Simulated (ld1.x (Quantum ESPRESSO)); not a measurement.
## Pd: excitation energies, all-electron against TM

palladium, norm-conserving Troullier–Martins (Kleinman–Bylander form), made with ld1.x (Quantum ESPRESSO) 7.5 (PBEsol, scalar-relativistic). Core [Kr], reference 4d7 5s0 5p0 (charge +3). Waves: 5s (bound, empty): rc 1.80 bohr; 4d (bound): rc 1.95 bohr; 4f channel at 0.3 Ry: rc 2.25 bohr; 5p (bound, empty): rc 2.35 bohr. Local part: the p channel. Core correction: Bessel-smoothed model core inside 1.15 bohr.

Energies are relative to the spin-unpolarised reference configuration 4d7 5s0 5p0; without spin polarisation the order of configurations can differ from experiment.

```tsv
valence configuration	charge	ΔE all-electron (eV)	error AE − PS (meV)
4d10 5s0 5p0	0	-64.286	-1616
4d8 5s1 5p0	+1	-50.622	-220
4d6 5s0 5p0	+4	49.324	-353
4d9 5s0 5p1	0	-58.974	-845
4d9 5s1 5p0	0	-62.775	-748
```

Problem. What are ΔE and the potential's error for 4d9 5s0 5p0?

Solution. ΔE = -55.166 eV all-electron; the error (AE − PS) is -959 meV.

Problem. What are ΔE and the potential's error for 4d8 5s0 5p0?

Solution. ΔE = -34.348 eV all-electron; the error (AE − PS) is -287 meV.

Levels in the configuration 4d8 5s1 5p0:

```tsv
level	all-electron (eV)	pseudo (eV)
4d	-17.986	-17.570
5s	-12.480	-12.575
```
